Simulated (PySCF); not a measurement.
Predicted microwave data (PBE0/pcSseg-1 in PySCF (dipole) on a GFN2-xTB geometry, gas phase) for one isomer of C6H12FNSi:

- Rotational constants: A = 2066, B = 792.6, C = 634.4 MHz
- Dipole components: |μa| = 0.67 D, |μb| = 1.08 D, |μc| = 0.37 D
- Inertial defect: -85.51 u·Å²
- κ: -0.78

Question: Which candidate fits, each taken in the one conformer that was computed?
A. `[CH2:1]=[C:2]([CH3:3])[SiH2:4][C@@H:5]([F:6])/[CH:7]=[N:8]\[CH3:9]` with C1–C2–Si4–C5 -92°, C2–Si4–C5–F6 -68°, Si4–C5–C7–N8 80°
B. `[CH2:1]=[C:2]1[SiH2:3][N:4]([CH3:5])[CH2:6][C@@H:7]1[CH2:8][F:9]` with C6–C7–C8–F9 66°, C1–C2–Si3–N4 174°, C2–Si3–N4–C5 -174°, Si3–N4–C6–C7 31°, N4–C6–C7–C8 84°
C. `[CH3:1][N:2]1[CH2:3][CH2:4][C:5]([CH2:6][SiH3:7])=[C:8]1[F:9]` with C4–C5–C6–Si7 -76°, C1–N2–C3–C4 153°, N2–C3–C4–C5 -17°, C3–C4–C5–C6 -176°, C1–N2–C8–C5 -147°
D. `[CH:1]#[C:2][CH2:3][C@H:4]([F:5])[SiH2:6][N:7]([CH3:8])[CH3:9]` with C2–C3–C4–F5 -168°, C3–C4–Si6–N7 -163°, C4–Si6–N7–C8 -44°
E. `[CH2:1]=[CH:2]/[C:3]([CH3:4])=[N:5]\[C@H:6]([SiH3:7])[CH2:8][F:9]` with C1–C2–C3–C4 -9°, C3–N5–C6–Si7 -86°, N5–C6–C8–F9 166°
F. `[CH2:1]=[C:2]([F:3])[Si@@H:4]1[CH2:5][C@@H:6]1[N:7]([CH3:8])[CH3:9]` with C1–C2–Si4–C5 36°, C5–C6–N7–C8 75°

Answer: D. It is C#CC[C@H](F)[SiH2]N(C)C, an asymmetric top, point group C1. The candidates at the same level (rigid rotor, commonest isotopes):

```csv
SMILES,A (MHz),B (MHz),C (MHz),μa (D),μb (D),μc (D),Δ (u·Å²),point group,rotor
C=C(F)[Si@@H]1C[C@@H]1N(C)C,2242,879.7,753.9,2.11,0.08,0.01,-129.59,C1,asymmetric top
CN1CCC(C[SiH3])=C1F,2564,825.4,686.6,1.25,1.41,0.58,-73.34,C1,asymmetric top
C=C1[SiH2]N(C)C[C@@H]1CF,1654,1241,800.9,1.10,0.73,0.15,-81.82,C1,asymmetric top
C#CC[C@H](F)[SiH2]N(C)C,2066,792.6,634.4,0.67,1.08,0.37,-85.51,C1,asymmetric top
C=C(C)[SiH2][C@@H](F)/C=N\C,1786,936.1,786.2,0.55,0.57,1.78,-180.04,C1,asymmetric top
C=C/C(C)=N\[C@H]([SiH3])CF,2291,706.4,635.4,2.72,0.42,0.57,-140.76,C1,near-prolate asymmetric top
```

`CN1CCC(C[SiH3])=C1F` has A 24 % too high; `C=C1[SiH2]N(C)C[C@@H]1CF` has B 57 % too high; `C=C/C(C)=N\[C@H]([SiH3])CF` has B 11 % too low; `C=C(F)[Si@@H]1C[C@@H]1N(C)C` has C 19 % too high; `C=C(C)[SiH2][C@@H](F)/C=N\C` has C 24 % too high. No structure here is proved a minimum.
